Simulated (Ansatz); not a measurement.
Two isomers of C3H9NSi: A = `C[C@H]1N[Si@H]1C`, B = `C/C([SiH3])=C\N`.

Calculated with Ansatz (gas phase, PBE0-D4/def2-TZVP geometries, no zero-point term in ΔE). CBS: MP2 limit from def2 TZ/QZ plus the TZ coupled-cluster correction, frozen cores. DFT in def2-TZVPP. B3LYP here is the variant with VWN-RPA as its local correlation; programs differ in this. Each species was taken in one conformer, which may not be the lowest.

Task: Which isomer does CCSD(T)/CBS put lower? Give the gap. (An estimate is asked.)

Result: Ansatz gave: A, by 2.6 kcal/mol.

Task: Give E(B) − E(A) in kcal/mol with PBE-D4, CCSD(T)/def2-TZVPP, MP2/def2-TZVPP, r2SCAN-D4, PBE0-D4, B3LYP-D4, B3LYP. (Estimate.)

Result: The calculation gave: PBE-D4 2.1, CCSD(T)/def2-TZVPP 2.0, MP2/def2-TZVPP 3.6, r2SCAN-D4 2.7, PBE0-D4 2.9, B3LYP-D4 -0.7, B3LYP -0.3. The order is the other way round with B3LYP-D4, B3LYP.

Largest T1 diagnostic: 0.012.

From PBE to PBE0 (25 % exact exchange), in def2-TZVPP and without D4, E(B) − E(A) moves by +0.8 kcal/mol. In def2-TZVPP, CCSD(T) changes the Hartree–Fock value by +5.2 kcal/mol (the triples alone add −0.0 kcal/mol) and MP2 by +6.8 kcal/mol.
